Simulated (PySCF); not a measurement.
# MoO₂I₂, singlet: structure and spectrum

Level of theory: PBE0/[Mo def2-SVP with ECP28, O def2-SVP, I def2-SVP with ECP28], scalar-relativistic core potentials, density fitting, no spin–orbit coupling, PySCF.

The structure is a minimum.

Coordinates in bohr (charge 0 multiplicity 1):
```
Mo    0.0000    0.0000   -1.6598
O     0.0000    2.5268   -3.5246
O     0.0000   -2.5268   -3.5246
I     4.0965    0.0000    1.0836
I    -4.0965    0.0000    1.0836
```

```json
{
 "Point group": "C2v",
 "Bond lengths": "Mo–I 2.609 Å (×2), Mo–O 1.662 Å (×2)",
 "Bond angles": "I–Mo–I 112.4°, I–Mo–O 109.3° (×4), O–Mo–O 107.1°",
 "Highest occupied level": "-8.26 eV",
 "Zero-point energy": "21.5 kJ/mol",
 "Principal quadrupole moments (Buckingham, traceless) about the centre of mass": "-4.51, -3.95, 8.46 D Å",
 "Atomisation energy without zero-point energy": "1732 kJ/mol",
 "Entropy at 298.15 K and 1 bar": "378.5 J/(mol K)",
 "Lowest empty level": "-3.97 eV",
 "Heat capacity Cp at 298.15 K": "88.6 J/(mol K)",
 "Principal polarisabilities": "68.3, 88.6, 138.7 bohr³",
 "Rotational symmetry number": "2",
 "Rotational constants": "0.05148, 0.01349, 0.01152 cm⁻¹",
 "Enthalpy at 298.15 K above 0 K": "20.37 kJ/mol",
 "Dipole moment": "1.94 D"
}
```

Harmonic modes (masses in u: Mo 97.905, O 15.995, I 126.904):
```
symmetry  ω (cm⁻¹)  IR (km/mol)  μ (u)     type
      a1        59          0.0  87.75     bend
      b2       141          1.1  24.63     bend
      b1       185          0.8  23.10     bend
      a2       188          0.0  16.66     bend
      a1       207          3.3  55.73  stretch
      b1       311         65.0  49.96    mixed
      a1       381          2.6  19.21     bend
      b2      1042          141  18.87  stretch
      a1      1076          145  17.67  stretch
```

In C2v the vibrations span 4a1 + 2b2 + 2b1 + a2. The a2 mode carries no infrared intensity, as symmetry demands.

Charges (e):
| atom | Mulliken | Löwdin | polar tensor | Mayer order to Mo1 |
| --- | --- | --- | --- | --- |
| Mo1 | 0.63 | -0.46 | 1.86 | – |
| O2,3 | -0.30 | -0.06 | -0.59 | 2.12 |
| I4,5 | -0.02 | 0.29 | -0.33 | 1.29 |

Mulliken populations on Mo1 (electrons outside its core potential): s 2.38, p 6.70, d 4.19, f 0.09.

Outer orbital energies (eV). occupied: -11.67, -10.49, -10.01, -9.84, -9.01, -8.55, -8.38, -8.26; empty: -3.97, -3.02, -2.99, -1.43.

Formally Mo is in oxidation state +6, d0. The polar-tensor charge on Mo, 1.86, is far below the formal one.

This need not be the most stable arrangement of these atoms.

The final relaxation and frequency run took about 4 core-minutes on a shared host.
